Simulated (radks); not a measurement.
Values are calculated unless marked as measured or tabulated.
Ni15+, 13 electrons, occupied as [Ne] 3s2 3p0.5 3d0.5 (fractional occupations, a model configuration).

Level of theory: Dirac Kohn-Sham, XLYP, spin-unpolarised, spherical densities, finite nucleus; open shells fill j = l - 1/2 first; Fermi nuclear charge, rms radius 3.7757 fm (a radial shooting solver on a logarithmic mesh with Libxc functionals).

Energy parts (eV):
part                      energy
total                 -38403.252
kinetic                39084.662
electron-nucleus      -84984.679
Hartree                 8820.203
exchange-correlation   -1323.438

Orbitals (lengths in bohr, moments of r in powers of bohr; r(max) is where P^2 peaks; r(90%) holds 90 % of the orbital's charge):
[
 {"orbital": "1s1/2", "occ.": "2", "eigenvalue (eV)": "-8731.401", "r(90%)": "0.0966", "r(max)": "0.03539", "<r^4>": "0.00003972", "small-component weight": "1.02e-02"},
 {"orbital": "2s1/2", "occ.": "2", "eigenvalue (eV)": "-1476.836", "r(90%)": "0.374", "r(max)": "0.2036", "<r^4>": "0.008189", "small-component weight": "1.95e-03"},
 {"orbital": "2p1/2", "occ.": "2", "eigenvalue (eV)": "-1355.921", "r(90%)": "0.343", "r(max)": "0.1619", "<r^4>": "0.005850", "small-component weight": "1.93e-03"},
 {"orbital": "2p3/2", "occ.": "4", "eigenvalue (eV)": "-1337.982", "r(90%)": "0.348", "r(max)": "0.1645", "<r^4>": "0.006136", "small-component weight": "1.90e-03"},
 {"orbital": "3s1/2", "occ.": "2", "eigenvalue (eV)": "-517.4851", "r(90%)": "0.910", "r(max)": "0.5823", "<r^4>": "0.2917", "small-component weight": "6.26e-04"},
 {"orbital": "3p1/2", "occ.": "0.5", "eigenvalue (eV)": "-479.0660", "r(90%)": "0.911", "r(max)": "0.5664", "<r^4>": "0.2895", "small-component weight": "6.00e-04"},
 {"orbital": "3p3/2", "occ.": "0", "eigenvalue (eV)": "-475.3654", "r(90%)": "0.918", "r(max)": "0.5715", "<r^4>": "0.2984", "small-component weight": "5.95e-04"},
 {"orbital": "3d3/2", "occ.": "0.5", "eigenvalue (eV)": "-418.0879", "r(90%)": "0.872", "r(max)": "0.4778", "<r^4>": "0.2373", "small-component weight": "5.23e-04"},
 {"orbital": "3d5/2", "occ.": "0", "eigenvalue (eV)": "-417.4054", "r(90%)": "0.874", "r(max)": "0.4790", "<r^4>": "0.2391", "small-component weight": "5.22e-04"}
]

The highest occupied level is 3d3/2 at -418.09 eV. The configuration is held as typed, so some empty levels lie below it. The density falls to 0.001 e/bohr^3 at r = 1.49 bohr. Summed over all electrons, <r^2> = 1.771 bohr^2, which gives a Langevin (diamagnetic) susceptibility term of -1.4 x 10^-6 cm^3/mol.
